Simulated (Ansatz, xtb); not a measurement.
## C5H6O3S: which of two isomers lies lower

Structure a: `O=S1(=O)C=CC=C(O)C1`, a singlet. Structure b: `O=C1CC=CS(=O)(=O)C1`, a singlet. Both are isolated molecules in the gas phase, relaxed with PBE0-D3(BJ)/def2-SVP; the shapes shown needn't be the lowest conformers.

a (Å):

```yaml
atoms:
  - { symbol: C, position_ang: [-2.4525, -1.3873, 0.2252] }
  - { symbol: C, position_ang: [-1.1808, -1.0789, 0.5459] }
  - { symbol: C, position_ang: [-0.2211, -0.4349, -0.3237] }
  - { symbol: C, position_ang: [-0.5764, 0.1550, -1.4870] }
  - { symbol: C, position_ang: [-2.0071, 0.2786, -1.9071] }
  - { symbol: O, position_ang: [-4.4124, -0.7064, -1.3949] }
  - { symbol: O, position_ang: [-2.6084, -2.2551, -2.2577] }
  - { symbol: O, position_ang: [0.3489, 0.7379, -2.2612] }
  - { symbol: S, position_ang: [-3.0190, -1.1356, -1.4172] }
  - { symbol: H, position_ang: [-3.1655, -1.8848, 0.8848] }
  - { symbol: H, position_ang: [-0.8358, -1.3363, 1.5524] }
  - { symbol: H, position_ang: [0.8300, -0.4143, -0.0329] }
  - { symbol: H, position_ang: [-0.0587, 1.0987, -3.0557] }
  - { symbol: H, position_ang: [-2.4781, 1.1720, -1.4642] }
  - { symbol: H, position_ang: [-2.1289, 0.3078, -3.0015] }
```

b (Å):

```xyz
15

C    -2.8691   -0.9105   -1.5399
C    -2.5471   -1.2760   -0.1040
C    -1.2988   -0.6951    0.4815
C    -0.4354    0.1205   -0.1270
C    -1.6806   -0.6654   -2.4426
O    -3.9993   -0.8485   -1.9423
O     0.6344    0.6495   -2.4569
O    -1.4812    1.8771   -1.7865
S    -0.6616    0.6716   -1.7924
H    -2.4840   -2.3803   -0.0592
H    -3.4231   -1.0125    0.5105
H    -1.0883   -0.9745    1.5197
H     0.4581    0.5315    0.3500
H    -2.0079   -0.3455   -3.4408
H    -1.0277   -1.5495   -2.5062
```

Task: Estimate E(b) − E(a) at the level CCSD(T)/def2-SVP + ΔMP2/def2-TZVPP.

Result: Calculated at CCSD(T)/def2-SVP + ΔMP2/def2-TZVPP: E(b) − E(a) = −0.277 eV, so structure b lies lower.

Level by level:

```csv
level,geometry,E(b) − E(a) (eV),departure from the last row (eV),"job, with rough time for the two"
GFN2-xTB,GFN2-xTB,−0.109,+0.168,"optimisation, 0.75 s"
HF/STO-3G,GFN2-xTB,−0.578,−0.302,"single point, 1.9 s"
r2SCAN-D4/def2-SVP,GFN2-xTB,−0.207,+0.069,"single point, 10 s"
PBE0-D3(BJ)/def2-SVP,PBE0-D3(BJ)/def2-SVP,−0.255,+0.022,"optimisation, 3.8 min"
HF/def2-SVP,PBE0-D3(BJ)/def2-SVP,−0.442,−0.166,part of the CCSD(T) run
MP2/def2-SVP,PBE0-D3(BJ)/def2-SVP,−0.381,−0.104,part of the CCSD(T) run
CCSD(T)/def2-SVP,PBE0-D3(BJ)/def2-SVP,−0.409,−0.132,single point
CCSD(T)/def2-SVP + ΔMP2/def2-TZVPP,PBE0-D3(BJ)/def2-SVP,−0.277,,"single point, 6.4 min"
```

As drawn, b has 1 C=O, 1 C–C, 1 C–H in place of 1 C=C, 1 C–O, 1 O–H.

None of the levels shown reverses the order. The largest departure from CCSD(T)/def2-SVP + ΔMP2/def2-TZVPP is that of HF/STO-3G, 0.302 eV. The last row adds to CCSD(T) the change of the MP2 difference between the two basis sets, here +0.132 eV, a large step that makes the value less sure.

With thermal terms from frequencies at re-optimised GFN2-xTB minima (ideal gas, soft modes damped towards free rotors, one conformer each, 298.15 K, 1 atm): on the last row, ΔE + ΔZPE = −0.263, ΔH = −0.266, ΔG = −0.269 eV.

The correlated steps freeze 13 core orbitals. Run with Ansatz 0.2.0, xtb 6.7.1; the last row on 2 threads of Intel(R) Xeon(R) Processor @ 2.70GHz on a shared host.
